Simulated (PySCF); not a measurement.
Ligands exchanged one at a time, B OH-SiH3. Gas-phase values, no solvent. One relaxed conformer stands for each flexible species; it need not be the lowest. Strings in code marks are SMILES.

Method: PBE-D3(BJ)/def2-TZVP // B3LYP-D3(BJ)/def2-TZVP (PySCF). Excitations are Tamm–Dancoff values on a coarser integration grid. The basis has no diffuse functions, so Rydberg states are missing or too high.

```json
[
 {"species": "0 of 3 OH replaced by SiH3 (`OB(O)O`)", "LUMO (eV)": "-0.72", "S1–T1 gap (TDA) (eV)": "?", "S1 excitation (TDA) (eV)": "6.75", "HOMO–LUMO gap (eV)": "6.70"},
 {"species": "1 of 3 OH replaced by SiH3 (`B(O)([SiH3])O` (H–O–B–Si torsion 1°, Si–B–O–H torsion -1°))", "LUMO (eV)": "-1.23", "S1–T1 gap (TDA) (eV)": "0.98", "S1 excitation (TDA) (eV)": "?", "HOMO–LUMO gap (eV)": "5.54"},
 {"species": "2 of 3 OH replaced by SiH3", "LUMO (eV)": "?", "S1–T1 gap (TDA) (eV)": "0.72", "S1 excitation (TDA) (eV)": "?", "HOMO–LUMO gap (eV)": "3.60"},
 {"species": "3 of 3 OH replaced by SiH3 (`[SiH3]B([SiH3])[SiH3]`)", "LUMO (eV)": "-4.05", "S1–T1 gap (TDA) (eV)": "0.70", "S1 excitation (TDA) (eV)": "3.05", "HOMO–LUMO gap (eV)": "2.79"}
]
```

Fill in the missing entries.


- 0 of 3 OH replaced by SiH3 (`OB(O)O`), S1–T1 gap (TDA) (eV): 0.14
- 1 of 3 OH replaced by SiH3 (`B(O)([SiH3])O` (H–O–B–Si torsion 1°, Si–B–O–H torsion -1°)), S1 excitation (TDA) (eV): 6.01
- 2 of 3 OH replaced by SiH3, LUMO (eV): -2.54
- 2 of 3 OH replaced by SiH3, S1 excitation (TDA) (eV): 3.89
